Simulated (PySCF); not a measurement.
Record of a relaxation.

C3H2BrOP.
Atom-mapped SMILES: `[Br:1][c:2]1[cH:3][p:4][cH:5][o:6]1` (hydrogens: H7 on C3; H8 on C5)

Method: PBE0-D3(BJ)/def2-SVP geometry optimisation, gas phase in PySCF 2.14.0; density fitting, grid level 1; the optimiser is geomeTRIC in internal coordinates, started from a GFN2-xTB structure with every atom displaced at random (about 0.01 Å). The frame can shift and turn from step to step; on so coarse a grid that alone can change the energy by a few meV, and forces under 0.02 eV/Å are noise.

Step 0: E = -84491.9634 eV, largest atomic force 1.780 eV/Å
```
atom  x, y, z in Å  |  force x, y, z in eV/Å
Br1     2.719   -0.365   -0.351   -0.937   0.175   0.121
C2      0.853   -0.055   -0.109    1.316   0.242  -0.133
C3      0.199    1.116    0.132    1.700   0.060  -0.093
P4     -1.486    0.832    0.288   -1.764  -0.207   0.111
C5     -1.192   -0.830   -0.005    0.435   1.339   0.217
O6      0.096   -1.135   -0.188    0.105  -0.496  -0.124
H7      0.722    2.065    0.228   -0.021   0.049  -0.014
H8     -1.856   -1.648   -0.047   -0.834  -1.161  -0.085
```

Step 1: E = -84491.9917 eV, largest atomic force 0.550 eV/Å
```
atom  x, y, z in Å  |  force x, y, z in eV/Å
Br1     2.419   -0.138   -1.204    0.515  -0.178   0.062
C2      0.861   -0.038   -0.223   -0.374  -0.010  -0.403
C3      0.295    1.065    0.320   -0.393   0.124   0.123
P4     -1.421    0.742    0.706    0.103   0.111   0.252
C5     -1.170   -0.847    0.147   -0.023  -0.362   0.005
O6      0.068   -1.118   -0.309   -0.003   0.056  -0.034
H7      0.804    2.021    0.419    0.043   0.042  -0.015
H8     -1.844   -1.712    0.107    0.131   0.218   0.009
```

Step 2: E = -84492.0488 eV, largest atomic force 0.422 eV/Å
```
atom  x, y, z in Å  |  force x, y, z in eV/Å
Br1     2.475   -0.203   -1.165   -0.037   0.092   0.257
C2      0.848   -0.008   -0.278   -0.343  -0.081  -0.232
C3      0.265    1.076    0.297    0.235   0.194   0.027
P4     -1.418    0.725    0.774    0.185  -0.046  -0.036
C5     -1.164   -0.844    0.150    0.082  -0.225   0.069
O6      0.059   -1.092   -0.353   -0.134   0.011  -0.048
H7      0.774    2.031    0.422    0.009   0.025  -0.022
H8     -1.826   -1.711    0.117    0.003   0.029  -0.014
```

Step 3: E = -84492.0645 eV, largest atomic force 0.461 eV/Å
```
atom  x, y, z in Å  |  force x, y, z in eV/Å
Br1     2.508   -0.184   -1.064   -0.096  -0.053  -0.023
C2      0.801    0.004   -0.342    0.184   0.050  -0.156
C3      0.266    1.098    0.263   -0.110  -0.446   0.041
P4     -1.375    0.696    0.825   -0.259   0.047   0.062
C5     -1.169   -0.869    0.162    0.059   0.370   0.100
O6      0.018   -1.084   -0.425    0.329   0.169   0.032
H7      0.797    2.040    0.405   -0.036  -0.069  -0.035
H8     -1.834   -1.728    0.140   -0.070  -0.067  -0.022
```

Step 4: E = -84492.0766 eV, largest atomic force 0.103 eV/Å
```
atom  x, y, z in Å  |  force x, y, z in eV/Å
Br1     2.500   -0.184   -1.088    0.038  -0.008  -0.018
C2      0.814    0.003   -0.335    0.002  -0.008  -0.010
C3      0.263    1.081    0.277    0.007   0.060   0.011
P4     -1.396    0.707    0.811    0.048  -0.064   0.010
C5     -1.160   -0.857    0.164   -0.095  -0.028  -0.029
O6      0.034   -1.084   -0.410    0.011   0.052   0.055
H7      0.786    2.026    0.411    0.002   0.008  -0.012
H8     -1.827   -1.718    0.132   -0.014  -0.011  -0.007
```

Step 5: E = -84492.0769 eV, largest atomic force 0.077 eV/Å
```
atom  x, y, z in Å  |  force x, y, z in eV/Å
Br1     2.500   -0.186   -1.092    0.007   0.007   0.007
C2      0.817    0.005   -0.330   -0.059  -0.049  -0.007
C3      0.264    1.083    0.280    0.003   0.026   0.035
P4     -1.391    0.700    0.820   -0.021   0.028  -0.014
C5     -1.164   -0.859    0.161    0.054   0.018   0.031
O6      0.037   -1.082   -0.402   -0.004  -0.040  -0.063
H7      0.782    2.032    0.407    0.000   0.005   0.009
H8     -1.832   -1.720    0.120    0.020   0.004   0.001
```

Step 6: E = -84492.0774 eV, largest atomic force under 0.02 eV/Å
```
atom  x, y, z in Å  |  force x, y, z in eV/Å
Br1     2.501   -0.183   -1.088   -0.004   0.002   0.000
C2      0.814    0.005   -0.334   -0.004  -0.004  -0.001
C3      0.263    1.083    0.281    0.001  -0.007   0.000
P4     -1.392    0.700    0.819   -0.001   0.000   0.004
C5     -1.162   -0.859    0.161   -0.005   0.006   0.001
O6      0.035   -1.081   -0.410    0.013   0.006  -0.006
H7      0.783    2.031    0.411   -0.001  -0.002   0.003
H8     -1.829   -1.721    0.124    0.002  -0.001  -0.003
```

Step 7: E = -84492.0774 eV, largest atomic force under 0.02 eV/Å
```
atom  x, y, z in Å  |  force x, y, z in eV/Å
Br1     2.501   -0.180   -1.088    0.001   0.002  -0.003
C2      0.814    0.006   -0.334   -0.001   0.000  -0.001
C3      0.262    1.083    0.282    0.000  -0.001   0.003
P4     -1.393    0.698    0.821    0.002  -0.003   0.000
C5     -1.162   -0.860    0.160   -0.006  -0.002   0.001
O6      0.035   -1.081   -0.412    0.003   0.005  -0.001
H7      0.782    2.030    0.414    0.001  -0.001   0.004
H8     -1.828   -1.722    0.121    0.000  -0.001  -0.002
```

Q: Summarise the path.

A: The energy falls by 11.00 kJ/mol from step 0 to step 7; nine tenths of that is first reached at step 4. It falls at every step. The largest force goes from 1.780 to under 0.02 eV/Å. Among the bonds C3–P4 changes most, from 1.716 to 1.782 Å; the atoms move by 0.026 Å rms after alignment.

The cost below is that of the whole optimisation. The run took 69 s wall on one thread of an Arm Neoverse N1, no GPU, shared host, and the process peaked at 0.49 GiB of memory.
